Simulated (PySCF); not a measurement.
C2H8OSi2, SMILES C(=C)O[SiH2][SiH3]. Geometry optimised at PBE0-D3(BJ)/def2-SVP. Other conformers were not sampled.

Computed equilibrium geometry at PBE0-D3(BJ)/def2-SVP (PySCF confirms it by a frequency run) as bond lengths and angles (one conformer of several):
Atoms: C1 C2 O3 Si4 Si5 H6 H7 H8 H9 H10 H11 H12 H13. Bonds (Å): C1–C2 1.337, C1–H6 1.094, C1–H7 1.090, C2–O3 1.346, C2–H8 1.096, O3–Si4 1.691, Si4–Si5 2.354, Si4–H9 1.489, Si4–H10 1.497, Si5–H11 1.497, Si5–H12 1.494, Si5–H13 1.494. Angles (°): C2–C1–H6 122.8, C2–C1–H7 119.6, H6–C1–H7 117.6, C1–C2–O3 126.8, C1–C2–H8 121.4, O3–C2–H8 111.8, C2–O3–Si4 125.9, O3–Si4–Si5 110.7, O3–Si4–H9 104.2, O3–Si4–H10 110.4, Si5–Si4–H9 111.2, Si5–Si4–H10 110.9, H9–Si4–H10 109.2, Si4–Si5–H11 108.2, Si4–Si5–H12 109.6, Si4–Si5–H13 112.3, H11–Si5–H12 108.9, H11–Si5–H13 108.4, H12–Si5–H13 109.5.
Charge 0, spin multiplicity 1.
